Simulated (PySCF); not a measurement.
CH5NSn, singlet, at a GFN2-xTB geometry (such geometries of metal compounds can be far from the true shape) (all electrons, no relativity); CASSCF(2,4)+NEVPT2/STO-3G (PySCF).

Here is a job for PySCF.
```python
from pyscf import gto, scf, mcscf, mrpt
import numpy

mol = gto.Mole()
mol.atom = '''
    Sn   -0.137438   -0.030087    0.389884
    C     0.733130    1.599376   -0.917567
    H     0.711945    2.583197   -0.448507
    H     0.189389    1.674952   -1.858730
    H     1.772646    1.381448   -1.163238
    N    -0.029506   -1.433522   -1.073730
    H     0.316420   -1.297488   -2.012238
    H    -0.310741   -2.399383   -0.989978
'''
mol.basis = 'sto-3g'
mol.charge = 0
mol.spin = 0
mol.verbose = 4
mol.build()

mf = scf.RHF(mol)
mf.kernel()
mc = mcscf.CASSCF(mf, 4, 2)
mc.fix_spin_(ss=0.0)
mc.kernel()
occ = numpy.linalg.eigvalsh(mc.fcisolver.make_rdm1(mc.ci, mc.ncas, mc.nelecas))[::-1]
ss = mc.fcisolver.spin_square(mc.ci, mc.ncas, mc.nelecas)[0]
print('natural occupations', occ.round(4), ' <S^2>', round(ss, 4))
e2 = mrpt.NEVPT(mc).kernel()
print('E(NEVPT2) = %.10f' % (mc.e_tot + e2))
```

Write the output that PySCF gives for this input, abridged.


```
PySCF version 2.14.0

[INPUT] verbose = 4
[INPUT] num. atoms = 8
[INPUT] num. electrons = 68
[INPUT] charge = 0
[INPUT] spin (= nelec alpha-beta = 2S) = 0
[INPUT] symmetry False subgroup None
[INPUT] Mole.unit = angstrom
[INPUT] Symbol           X                Y                Z      unit          X                Y                Z       unit  Magmom
[...]
nuclear repulsion = 238.60871627095
number of shells = 22
number of NR pGTOs = 126
number of NR cGTOs = 42
basis = sto-3g
ecp = {}

******** <class 'pyscf.scf.hf.RHF'> ********
method = RHF
initial guess = minao
damping factor = 0
level_shift factor = 0
DIIS = <class 'pyscf.scf.diis.CDIIS'>
diis_start_cycle = 1
diis_space = 8
diis_damp = 0
SCF conv_tol = 1e-09
SCF conv_tol_grad = None
SCF max_cycles = 50
direct_scf = True
direct_scf_tol = 1e-13
Set gradient conv threshold to 3.16228e-05
Initial guess from minao.
init E= -6040.27704545972
[...]
cycle= 1 E= -6057.24432491093  delta_E=  -17  |g|= 0.434  |ddm|= 3.37
[...]
cycle= 2 E= -6057.33292521509  delta_E= -0.0886  |g|= 0.0735  |ddm|= 0.767
[...]
cycle= 3 E= -6057.33707635986  delta_E= -0.00415  |g|= 0.0251  |ddm|= 0.198
[...]
cycle= 4 E= -6057.33747519846  delta_E= -0.000399  |g|= 0.00853  |ddm|= 0.0579
[...]
cycle= 5 E= -6057.337587196  delta_E= -0.000112  |g|= 0.00317  |ddm|= 0.0372
[...]
cycle= 6 E= -6057.33760122222  delta_E= -1.4e-05  |g|= 0.000463  |ddm|= 0.0172
[...]
cycle= 7 E= -6057.33760134619  delta_E= -1.24e-07  |g|= 0.00012  |ddm|= 0.0011
[...]
cycle= 8 E= -6057.33760135725  delta_E= -1.11e-08  |g|= 1.92e-05  |ddm|= 0.000359
[...]
cycle= 9 E= -6057.33760135756  delta_E= -3.09e-10  |g|= 2.12e-06  |ddm|= 6.72e-05
[...]
Extra cycle  E= -6057.33760135756  delta_E= 7.28e-12  |g|= 6.37e-07  |ddm|= 3.97e-06
converged SCF energy = -6057.33760135756

******** <class 'pyscf.mcscf.mc1step.CASSCF'> ********
CAS (1e+1e, 4o), ncore = 33, nvir = 5
max_cycle_macro = 50
max_cycle_micro = 4
conv_tol = 1e-07
conv_tol_grad = None
orbital rotation max_stepsize = 0.02
orbital rotation threshold for CI restart = 0.01
augmented hessian ah_max_cycle = 30
augmented hessian ah_conv_tol = 1e-12
augmented hessian ah_linear dependence = 1e-14
augmented hessian ah_level shift = 1e-08
augmented hessian ah_start_tol = 2.5
augmented hessian ah_start_cycle = 3
augmented hessian ah_grad_trust_region = 3
kf_trust_region = 3
kf_interval = 4
ci_response_space = 4
ci_grad_trust_region = 3
with_dep4 0
natorb = False
canonicalization = True
sorting_mo_energy = False
ao2mo_level = 2
internal_rotation = False
******** <class 'pyscf.fci.addons.SpinPenaltyFCISolver'> ********
max. cycles = 50
conv_tol = 1e-08
davidson only = True
linear dependence = 1e-12
level shift = 0.001
max iter space = 12
nroots = 1
pspace_size = 400
spin = None
CASCI E = -6057.34883958308  S^2 = 0.0000000
Set conv_tol_grad to 0.000316228
macro iter   1 ( 21 JK    4 micro), CASSCF E = -6057.35090170281  dE = -2.06211974e-03  S^2 = 0.0000000
               |grad[o]|=0.011  |grad[c]|=0.0117  |ddm|=0.00537  |maxRot[o]|=0.171
macro iter   2 ( 21 JK    4 micro), CASSCF E = -6057.35128360516  dE = -3.81902342e-04  S^2 = 0.0000000
               |grad[o]|=0.00462  |grad[c]|=0.0101  |ddm|=0.0084  |maxRot[o]|=0.0513
macro iter   3 ( 20 JK    4 micro), CASSCF E = -6057.35152380786  dE = -2.40202699e-04  S^2 = 0.0000000
               |grad[o]|=0.00366  |grad[c]|=0.00943  |ddm|=0.00965  |maxRot[o]|=0.0274
macro iter   4 ( 19 JK    4 micro), CASSCF E = -6057.35179987853  dE = -2.76070674e-04  S^2 = 0.0000000
               |grad[o]|=0.00328  |grad[c]|=0.00968  |ddm|=0.0111  |maxRot[o]|=0.0417
macro iter   5 ( 18 JK    4 micro), CASSCF E = -6057.35192760071  dE = -1.27722178e-04  S^2 = 0.0000000
               |grad[o]|=0.00288  |grad[c]|=0.00693  |ddm|=0.00786  |maxRot[o]|=0.0231
macro iter   6 ( 18 JK    4 micro), CASSCF E = -6057.35203224598  dE = -1.04645274e-04  S^2 = 0.0000000
               |grad[o]|=0.00271  |grad[c]|=0.00665  |ddm|=0.00704  |maxRot[o]|= 0.02
[...]
               |grad[o]|=0.000649  |grad[c]|=0.00174  |ddm|=0.00138  |maxRot[o]|=0.0303
macro iter  11 (  3 JK    1 micro), CASSCF E = -6057.35243403950  dE = -4.53052962e-07  S^2 = 0.0000000
               |grad[o]|=0.00019  |grad[c]|=0.000229  |ddm|=0.000227  |maxRot[o]|=0.0043
macro iter  12 (  3 JK    1 micro), CASSCF E = -6057.35243405054  dE = -1.10449037e-08  S^2 = 0.0000000
               |grad[o]|=3.5e-05  |grad[c]|=5.33e-05  |ddm|=6.47e-05  |maxRot[o]|=0.000584
1-step CASSCF converged in  12 macro (172 JK  39 micro) steps
CASSCF canonicalization
Density matrix diagonal elements [1.94724242e+00 4.09467137e-02 1.08830290e-02 9.27838829e-04]
CASSCF energy = -6057.35243405054
CASCI E = -6057.35243405054  E(CI) = -0.883724516986149  S^2 = 0.0000000
natural occupations [1.9476e+00 4.0900e-02 1.0900e-02 6.0000e-04]  <S^2> 0.0

******** <class 'pyscf.mrpt.nevpt2.NEVPT'> ********
NEVPT2 (1e+1e, 4o), ncore = 33, nvir = 5
root = 0
Natural occ [1.94755034e+00 4.09467395e-02 1.09437732e-02 5.59145097e-04]
Natural orbital (expansion on meta-Lowdin AOs) in CAS space
               #1        #2        #3        #4
0 Sn 1s          0.00098  -0.00000  -0.00004  -0.00032
0 Sn 2s         -0.00331   0.00000   0.00017   0.00190
0 Sn 3s          0.00813  -0.00000  -0.00047  -0.00554
0 Sn 4s         -0.03493   0.00001   0.00084   0.00508
0 Sn 5s          0.82571  -0.00010  -0.03766  -0.36179
0 Sn 2px         0.00027  -0.00126  -0.00018   0.00021
0 Sn 2py        -0.00003   0.00033  -0.00088   0.00004
0 Sn 2pz        -0.00085  -0.00041  -0.00017  -0.00061
0 Sn 3px        -0.00035   0.00276   0.00079  -0.00128
0 Sn 3py        -0.00004  -0.00073   0.00379  -0.00038
0 Sn 3pz         0.00104   0.00091   0.00068   0.00356
0 Sn 4px         0.00501  -0.02303  -0.00369   0.00448
0 Sn 4py        -0.00158   0.00614  -0.01738   0.00156
0 Sn 4pz        -0.01647  -0.00761  -0.00285  -0.01230
0 Sn 5px        -0.16872   0.87851   0.16657  -0.23076
0 Sn 5py         0.00384  -0.23405   0.81660  -0.05551
0 Sn 5pz         0.51489   0.29010   0.15459   0.65392
0 Sn 3dxy        0.00005   0.00018  -0.00060   0.00055
0 Sn 3dyz       -0.00014  -0.00000   0.00217   0.00038
0 Sn 3dz^2       0.00018   0.00013   0.00045   0.00054
0 Sn 3dxz       -0.00015   0.00021   0.00030  -0.00069
0 Sn 3dx2-y2     0.00003   0.00002  -0.00034  -0.00107
0 Sn 4dxy       -0.00649  -0.00693   0.01998  -0.01714
0 Sn 4dyz       -0.00041  -0.00012  -0.07094  -0.01126
0 Sn 4dz^2      -0.01630  -0.00458  -0.01466  -0.01614
0 Sn 4dxz        0.01438  -0.00772  -0.00991   0.02102
0 Sn 4dx2-y2     0.00919  -0.00088   0.01079   0.03313
1 C 1s           0.00089   0.00001   0.00254  -0.00418
1 C 2s          -0.04935  -0.00027  -0.18667   0.27177
1 C 2px          0.01749  -0.03901   0.12174  -0.14665
1 C 2py          0.02482   0.01045   0.20153  -0.31646
1 C 2pz         -0.03300  -0.01247  -0.19903   0.18331
2 H 1s          -0.02340   0.00664  -0.01396  -0.01904
3 H 1s           0.01546   0.04533   0.03544  -0.04006
4 H 1s           0.00991  -0.05209   0.02807  -0.03683
5 N 1s           0.00081  -0.00000  -0.00315  -0.00374
5 N 2s          -0.09832   0.00042   0.25348   0.27323
5 N 2px          0.00821  -0.26373  -0.02208   0.02045
5 N 2py         -0.04364   0.06975   0.16760   0.22019
5 N 2pz         -0.05843  -0.08656   0.20386   0.11713
6 H 1s           0.04444  -0.00013  -0.08087  -0.10075
7 H 1s          -0.00724  -0.00021  -0.02851  -0.05295
<CAS-nat-orb|mo-hf>  34     34       0.90283898
<CAS-nat-orb|mo-hf>  35     35       0.99917742
<CAS-nat-orb|mo-hf>  36     36       0.98564921
<CAS-nat-orb|mo-hf>  37     37       0.95893260
Sr    (-1)',   E = -0.00000000000029
Si    (+1)',   E = -0.00261722773019
Sijrs (0)  ,   E = -0.06637776783738
Sijr  (+1) ,   E = -0.02644685504767
Srsi  (-1) ,   E = -0.00024364663909
Srs   (-2) ,   E = -0.00000032384020
Sij   (+2) ,   E = -0.02039758555472
Sir   (0)' ,   E = -0.00216393215671
Nevpt2 Energy = -0.118247338806251
E(NEVPT2) = -6057.4706813893
```
